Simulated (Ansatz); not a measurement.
Gas-phase reaction in SMILES: Cl[Se]Cl [chloro selenohypochlorite] -> Cl[Se] + Cl atom (the Cl-Se bond at the site shown breaks; other sites are not compared here)
Geometries: B3LYP-D3(BJ)/def2-TZVP minima from Ansatz (a first-principles code).

Wanted: bond dissociation energy (electronic energy difference), in kcal/mol. Correlated levels leave the core frozen unless marked. UHF or UKS for open shells. No spin-orbit coupling. The frozen core is the preceding noble-gas configuration, with the filled d and f shells of earlier blocks. No relativistic terms. Basis-set limits of correlation are two-point, X^-3; Hartree-Fock from the larger set.

```
level                                      program  bond dissociation energy (kcal/mol)
----------------------------------  --------------  -----------------------------------
B3LYP/def2-TZVPD                            Ansatz                                  ___
PBE0/STO-3G                                 Ansatz                                 66.7
B2PLYP-D3(BJ)/def2-TZVPD            Ansatz + dftd3                                 59.8
B2PLYP/def2-TZVPD                           Ansatz                                 58.5
SCS-MP2/def2-SVP                            Ansatz                                 49.0
CCSD/STO-3G                                 Ansatz                                 49.5
CCSD(T)/CBS(def2-TZVPP,def2-QZVPP)          Ansatz                                  ___
```

### Question
What belongs in the gaps?

### Answer

- B3LYP/def2-TZVPD, bond dissociation energy (kcal/mol): 57.6
- CCSD(T)/CBS(def2-TZVPP,def2-QZVPP), bond dissociation energy (kcal/mol): 62.3
